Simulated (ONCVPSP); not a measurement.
What one change does to a pseudopotential (Ge (Z = 32), ONCV)

```json
{
  "Element": "germanium (Ge)",
  "Generator": "ONCVPSP 4.0.1",
  "Type": "optimised norm-conserving Vanderbilt (ONCV)",
  "Functional": "PBE",
  "Relativity": "scalar-relativistic",
  "Frozen core": "[Ar]",
  "Valence charge": "14",
  "Reference configuration": "3d10 4s2 4p2",
  "Partial waves": "4s: rc 1.45 bohr, ncon 4, nbas 8, qcut 4.1 1/bohr, 2 projectors, debl 0.7 Ha; 4p: rc 2.10 bohr, ncon 3, nbas 7, qcut 4.7 1/bohr, 2 projectors, debl 1.7 Ha; 3d: rc 1.20 bohr, ncon 3, nbas 8, qcut 15 1/bohr, 3 projectors, debl 3 Ha; f scattering state at 0.14 Ha: rc 1.65 bohr, ncon 3, nbas 6, qcut 7.3 1/bohr, 2 projectors, debl 1.1 Ha",
  "Local potential": "polynomial inside 1.10 bohr (lpopt 4, dvloc0 4 Ha)",
  "Core correction": "polynomial model core, fcfact 0.6"
}
```

All-electron outer shells of the reference configuration (PBE, scalar-relativistic, ld1.x):

| shell | level (eV) | outermost node (bohr) | outermost maximum (bohr) |
| --- | --- | --- | --- |
| 3s | -168.49 | 0.26 | 0.54 |
| 3p | -115.62 | 0.23 | 0.54 |
| 3d | -29.31 | – | 0.50 |
| 4s | -11.73 | 0.77 | 1.75 |
| 4p | -3.90 | 0.82 | 2.22 |

Change: s: qcut 4.5; p: qcut 5.2; d: qcut 16.6; f: qcut 8.1.

Cutoffs: the cutoffs (Ha) at which the residual kinetic energy of the hardest occupied pseudo-wave falls to 1 and 0.1 mHa per electron; they do not see the model core or the augmentation charge, which bear on the density cutoff. Errors are all-electron minus pseudo energies relative to the spin-unpolarised reference configuration.

Predict the effect on cutoff, ghosts and configuration errors.

The potential gets harder (82 Ha and 91 Ha → 91 Ha and 103 Ha); a bound ghost appears in s, which as a rule spoils a file; of the 4 tests that both files solve, the error grows in 1 and shrinks in 0 by more than 15 % and 0.3 meV (median size 5.9 → 5.8 meV); the range in which the s phases agree widens (upper end 2.8 → at the end of the scan).

| quantity | base | changed |
| --- | --- | --- |
| cutoff, loose | 82 Ha | 91 Ha |
| cutoff, tight | 91 Ha | 103 Ha |
| loose cutoff by channel | s 8.7 Ha, p 5.7 Ha, d 82 Ha | s 8.7 Ha, p 6.7 Ha, d 91 Ha |
| bound ghosts | none | s |
| GHOST(+) flags under 300 eV | s at 91.8 eV | none |
| error for 3d10 4s2 4p1, meV [ΔE 7.44 eV] | -1.4 | -1.4 |
| error for 3d10 4s2 4p0, meV [ΔE 22.88 eV] | -8.9 | -8.0 |
| error for 3d10 4s1 4p0, meV [ΔE 57.68 eV] | -36 | -33 |
| error for 3d10 4s1 4p2, meV [ΔE 16.16 eV] | -2.9 | -3.7 |
| s: phases at 1.48 bohr within 0.05 rad from the reference energy up to (Ha; the scan ends near 5) | 2.8 | to the end of the scan |
| p: phases at 2.13 bohr within 0.05 rad from the reference energy up to (Ha; the scan ends near 5) | 3.2 | 3.3 |
| d: phases at 1.22 bohr within 0.05 rad from the reference energy up to (Ha; the scan ends near 5) | to the end of the scan | to the end of the scan |
| f: phases at 1.67 bohr within 0.05 rad from the reference energy up to (Ha; the scan ends near 5) | to the end of the scan | to the end of the scan |
| rms error of d²Exc/dni dnj with the model core, mHa | 0.85 | 0.97 |

 A true bound ghost makes a file unfit for plane-wave use even where its test errors are small: the radial tests pick states by their node count and pass the ghost by.
